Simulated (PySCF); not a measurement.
The dipole of `N#C[SiH](N)C#N` from its density and from atomic charges.

Coordinates (GFN2-xTB, Å) and charges (e) from the PBE0/pcSseg-1 density (PySCF):

| atom | x | y | z | Mulliken | IAO | Hirshfeld | ESP-fitted |
| --- | --- | --- | --- | --- | --- | --- | --- |
| N1 | -2.457 | -1.472 | -0.651 | -0.1841 | -0.1674 | -0.1763 | -0.3458 |
| C2 | -1.521 | -0.954 | -0.244 | -0.1956 | -0.1671 | -0.0267 | +0.1365 |
| Si3 | -0.018 | -0.107 | 0.470 | +1.0098 | +1.0593 | +0.4877 | +0.7129 |
| N4 | 0.053 | 1.427 | -0.286 | -0.6122 | -0.8328 | -0.2970 | -1.0050 |
| C5 | 1.474 | -1.044 | -0.150 | -0.1959 | -0.1671 | -0.0266 | +0.1383 |
| N6 | 2.400 | -1.620 | -0.498 | -0.1840 | -0.1674 | -0.1763 | -0.3472 |
| H7 | -0.066 | -0.219 | 1.932 | -0.0648 | -0.1242 | -0.0551 | -0.1108 |
| H8 | -0.755 | 2.027 | -0.324 | +0.2135 | +0.2834 | +0.1352 | +0.4108 |
| H9 | 0.902 | 1.969 | -0.273 | +0.2133 | +0.2833 | +0.1350 | +0.4102 |

Q: Form Σ q r in debye for every column and set it beside the full dipole.

A: The full density gives (0.07, 4.63, 2.42) D, 5.23 D in size; dipole vectors point from the negative to the positive end.

```
    scheme    μx    μy    μz  size (D)  share of the full size (%)  angle to the full dipole (°)
  Mulliken  0.02  4.06  3.29      5.23                         100                            11
       IAO  0.02  3.41  2.81      4.42                          84                            12
 Hirshfeld  0.05  3.24  1.63      3.63                          69                             1
ESP-fitted  0.07  4.57  2.44      5.18                          99                             1
```

Q: Which set comes closest?

A: Length of the difference vector: ESP-fitted 0.07 D, Mulliken 1.05 D, IAO 1.29 D, Hirshfeld 1.60 D. Closest: ESP-fitted. ESP charges are fitted to the potential around the molecule, whose slowest-falling term is the dipole's. 

Q: What is left for the Hirshfeld atoms' own dipoles?

A: The shares of the density sum to the whole, so what Σ q r misses lies in dipoles about the nuclei. The atomic dipoles sum to (0.07, 4.63, 2.42) − (0.05, 3.24, 1.63) = (0.02, 1.39, 0.79) D, 1.60 D in size.

Q: With the origin at the mean of the coordinates, (0.002, 0.001, -0.003) Å, which are the largest single terms, by size, of the IAO dipole along the direction of the full one?

A: N4 -4.54, H8 +2.23, H9 +2.22, N1 +1.32, N6 +1.31 D; all 9 atoms together +4.32 D. The single terms depend on the origin, their sum doesn't.

Q: Give the size of the full dipole in other units.

A: 5.23 D = 2.057 au = 1.088 e·Å = 17.44 × 10⁻³⁰ C·m.

Isolated species at its GFN2-xTB geometry (one conformer only).

Conformer computed: `[N:1]#[C:2][SiH:3]([NH2:4])[C:5]#[N:6]`: H–N4–Si3–C2 50°, H–N4–Si3–C2 -162°.
